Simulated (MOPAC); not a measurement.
Input for MOPAC: PM3 on CH7AlO (a complex).

```
PM3 1SCF PRECISE CHARGE=0 THREADS=1
CH7AlO

Al    -0.93399048 1    -0.20950248 1     0.66319500 1
H     -1.00403283 1    -1.79703820 1     0.73833161 1
H     -0.19991915 1     0.49795950 1    -0.56239399 1
H     -2.12697173 1     0.59237235 1     1.36059115 1
C      0.28257362 1    -0.12593661 1     3.40201941 1
O      0.51564463 1     0.12182379 1     1.99656443 1
H      1.22910404 1    -0.08487593 1     3.93798257 1
H     -0.13458604 1    -1.12712432 1     3.46334478 1
H     -0.42809254 1     0.59666154 1     3.80150187 1
H      0.95718719 1     0.96878059 1     1.86042356 1
```

Program output:

```
*******************************************************************************
 **                                                                           **
 **                              MOPAC v23.2.5                                **
 **                                                                           **
 *******************************************************************************
 ** MOPAC's Digital Object Identifier: https://doi.org/10.5281/zenodo.6511958 **
 **                                                                           **
 ** Please cite the open-source release paper for use of this MOPAC version:  **
 ** J. E. Moussa and J. J. P. Stewart (2026)                                  **
 ** MOPAC: An open-source semiempirical molecular orbital program             **
 ** J. Open Source Softw., 11(119), 8025, https://doi.org/10.21105/joss.08025 **
 *******************************************************************************

                              PM3 CALCULATION RESULTS

 *******************************************************************************
 *  PM3        - The PM3 Hamiltonian to be used
 *
 *
 *
 *                 CHARGE ON SYSTEM = 0
 *
 *
 *
 *  PRECISE    - TIGHTER CRITERIA TO BE USED
 *  1SCF       - DO 1 SCF AND THEN STOP
 *  THREADS=1  - MULTI-THREADING NOT USED
 *  T=         - A TIME OF 172800.0 SECONDS REQUESTED
 *  DUMP=N     - RESTART FILE WRITTEN EVERY 7200.0 SECONDS REQUESTED
 *******************************************************************************
PM3 1SCF PRECISE CHARGE=0 THREADS=1
 CH7AlO

   ATOM   CHEMICAL          X               Y               Z
  NUMBER   SYMBOL      (ANGSTROMS)     (ANGSTROMS)     (ANGSTROMS)

     1      Al         -0.93399048  *  -0.20950248  *   0.66319500  *
     2       H         -1.00403283  *  -1.79703820  *   0.73833161  *
     3       H         -0.19991915  *   0.49795950  *  -0.56239399  *
     4       H         -2.12697173  *   0.59237235  *   1.36059115  *
     5       C          0.28257362  *  -0.12593661  *   3.40201941  *
     6       O          0.51564463  *   0.12182379  *   1.99656443  *
     7       H          1.22910404  *  -0.08487593  *   3.93798257  *
     8       H         -0.13458604  *  -1.12712432  *   3.46334478  *
     9       H         -0.42809254  *   0.59666154  *   3.80150187  *
    10       H          0.95718719  *   0.96878059  *   1.86042356  *



          CARTESIAN COORDINATES

    NO.       ATOM           X           Y           Z

     1        Al         -0.9340     -0.2095      0.6632
     2         H         -1.0040     -1.7970      0.7383
     3         H         -0.1999      0.4980     -0.5624
     4         H         -2.1270      0.5924      1.3606
     5         C          0.2826     -0.1259      3.4020
     6         O          0.5156      0.1218      1.9966
     7         H          1.2291     -0.0849      3.9380
     8         H         -0.1346     -1.1271      3.4633
     9         H         -0.4281      0.5967      3.8015
    10         H          0.9572      0.9688      1.8604

  H: (PM3): J. J. P. STEWART, J. COMP. CHEM. 10, 209 (1989).
  C: (PM3): J. J. P. STEWART, J. COMP. CHEM. 10, 209 (1989).
  O: (PM3): J. J. P. STEWART, J. COMP. CHEM. 10, 209 (1989).
 Al: (PM3): J. J. P. STEWART, J. COMP. CHEM. 10, 209 (1989).

           Empirical Formula: C H7 O Al  =    10 atoms



      MOLECULAR POINT GROUP   :   C1


      RHF CALCULATION, NO. OF DOUBLY OCCUPIED LEVELS = 10


 -------------------------------------------------------------------------------
 PM3 1SCF PRECISE CHARGE=0 THREADS=1
 CH7AlO



     1SCF WAS SPECIFIED, SO BFGS WAS NOT USED
     SCF FIELD WAS ACHIEVED


                              PM3 CALCULATION
                                                       MOPAC v23.2.5 Linux




          FINAL HEAT OF FORMATION =          7.22959 KCAL/MOL =      30.24861 KJ/MOL


          COSMO AREA              =        112.55 SQUARE ANGSTROMS
          COSMO VOLUME            =         99.39 CUBIC ANGSTROMS

          IONIZATION POTENTIAL    =         10.678622 EV
          HOMO LUMO ENERGIES (EV) =        -10.679 -1.084
          NO. OF FILLED LEVELS    =         10
          MOLECULAR WEIGHT        =         62.0472         POINT GROUP:  C1

          MOLECULAR DIMENSIONS (Angstroms)

            Atom       Atom       Distance
            H     7    H     3     4.75765
            H    10    H     2     3.32186
            H     7    H     4     2.26061


          SCF CALCULATIONS        =          1





   ATOM   CHEMICAL          X               Y               Z
  NUMBER   SYMBOL      (ANGSTROMS)     (ANGSTROMS)     (ANGSTROMS)

     1      Al         -0.93399048  *  -0.20950248  *   0.66319500  *
     2       H         -1.00403283  *  -1.79703820  *   0.73833161  *
     3       H         -0.19991915  *   0.49795950  *  -0.56239399  *
     4       H         -2.12697173  *   0.59237235  *   1.36059115  *
     5       C          0.28257362  *  -0.12593661  *   3.40201941  *
     6       O          0.51564463  *   0.12182379  *   1.99656443  *
     7       H          1.22910404  *  -0.08487593  *   3.93798257  *
     8       H         -0.13458604  *  -1.12712432  *   3.46334478  *
     9       H         -0.42809254  *   0.59666154  *   3.80150187  *
    10       H          0.95718719  *   0.96878059  *   1.86042356  *

                             CARTESIAN COORDINATES

   1   Al       -0.933990480    -0.209502480     0.663195000
   2    H       -1.004032830    -1.797038200     0.738331610
   3    H       -0.199919150     0.497959500    -0.562393990
   4    H       -2.126971730     0.592372350     1.360591150
   5    C        0.282573620    -0.125936610     3.402019410
   6    O        0.515644630     0.121823790     1.996564430
   7    H        1.229104040    -0.084875930     3.937982570
   8    H       -0.134586040    -1.127124320     3.463344780
   9    H       -0.428092540     0.596661540     3.801501870
  10    H        0.957187190     0.968780590     1.860423560


           Empirical Formula: C H7 O Al  =    10 atoms



      MOLECULAR POINT GROUP   :   C1


                  EIGENVALUES
 -40.32794 -28.32420 -19.74759 -17.74746 -17.10767 -14.14159 -13.32093 -11.30643
 -10.85383 -10.67862  -1.08418   1.13519   1.20583   1.65255   2.57670   3.14515
   3.21744   3.71817   4.65040


              NET ATOMIC CHARGES AND DIPOLE CONTRIBUTIONS

  ATOM NO.   TYPE          CHARGE      No. of ELECS.   s-Pop       p-Pop
    1         Al           0.279060        2.7209     0.43581     2.28513
    2          H          -0.162919        1.1629     1.16292
    3          H          -0.173384        1.1734     1.17338
    4          H          -0.183502        1.1835     1.18350
    5          C           0.064629        3.9354     1.13840     2.79697
    6          O          -0.215612        6.2156     1.72848     4.48713
    7          H           0.039912        0.9601     0.96009
    8          H           0.073931        0.9261     0.92607
    9          H           0.046405        0.9536     0.95360
   10          H           0.231482        0.7685     0.76852
 DIPOLE           X         Y         Z       TOTAL
 POINT-CHG.     2.285     0.817     3.469     4.234
 HYBRID         0.440     0.573     0.436     0.844
 SUM            2.726     1.390     3.905     4.961


          ATOMIC ORBITAL ELECTRON POPULATIONS

     Atom    s        px        py        pz
    1 Al   0.43581   0.64850   0.99105   0.64557
    2  H   1.16292
    3  H   1.17338
    4  H   1.18350
    5  C   1.13840   0.99604   1.02120   0.77973
    6  O   1.72848   1.74305   1.47571   1.26837
    7  H   0.96009
    8  H   0.92607
    9  H   0.95360
   10  H   0.76852

 **********************
 *                    *
 * JOB ENDED NORMALLY *
 *                    *
 **********************




 == MOPAC DONE ==
```

The run finished.

Cost: roughly 0.03 core-seconds.
